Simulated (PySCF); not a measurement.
Species: C4HClN2O.
Atom-mapped SMILES: `[N:1]#[C:2][c:3]1[cH:4][c:5]([Cl:6])[o:7][n:8]1` (hydrogens: H9 on C4)

Geometry (GFN2-xTB, Å), atoms numbered from 1 in this order:
```xyz
9
C4HClN2O angstrom
N      3.220    0.213   -0.026
C      2.101   -0.026   -0.009
C      0.710   -0.262    0.009
C     -0.314    0.724   -0.038
C     -1.455   -0.030    0.004
Cl    -3.087    0.401   -0.014
O     -1.142   -1.333    0.070
N      0.192   -1.467    0.072
H     -0.212    1.785   -0.092
```

Method: TDDFT wB97X-D/def2-SVPD, vertical, gas phase, core orbitals frozen in the response (PySCF).

Transition dipole moments from the ground state, in atomic units and in the frame of the coordinates above (overall signs are arbitrary), for the states with f of 0.002 or more among the lowest 6:

```csv
state,E (eV),μx,μy,μz
S1,5.876,0.835,-0.471,0.021
S2,5.979,-0.002,-0.009,-0.175
S3,6.612,-0.519,-0.332,0.019
S6,7.183,-1.462,-0.232,0.017
```

Q: Work out the oscillator strengths.

A: f = (2/3) ΔE |μ|² with ΔE in hartree (27.2114 eV).

```csv
state,|μ|² (au),|μ| (D),f
S1,0.920,2.44,0.132
S2,0.031,0.44,0.004
S3,0.380,1.57,0.061
S6,2.192,3.76,0.386
```

Q: What is the point group, and which symmetry does each of these states have?

A: Cs. Polarised normal to the mirror plane, so A″: S2. Polarised in the mirror plane, so A′: S1, S3 and S6.

Q: What angle do the transition dipoles of S3 and S6 make?

A: |cos θ| = |μa·μb| / (|μa| |μb|) = 0.92, so θ ≈ 24° (taken between 0 and 90°, since the signs are arbitrary).

Q: How is the summed strength of these states shared among x, y and z?

A: (2/3) Σ ΔE μα² gives 0.520 for x, 0.059 for y and 0.005 for z, 0.584 in all.

Q: What peak molar absorption coefficient would the strongest computed level give as a lone Gaussian band 0.3 eV wide at half height?

A: ε(max) = 2.175×10⁸ f / FWHM, with the width in cm⁻¹. S6: 2.175×10⁸ × 0.3857 / 2420 ≈ 35000 L mol⁻¹ cm⁻¹.
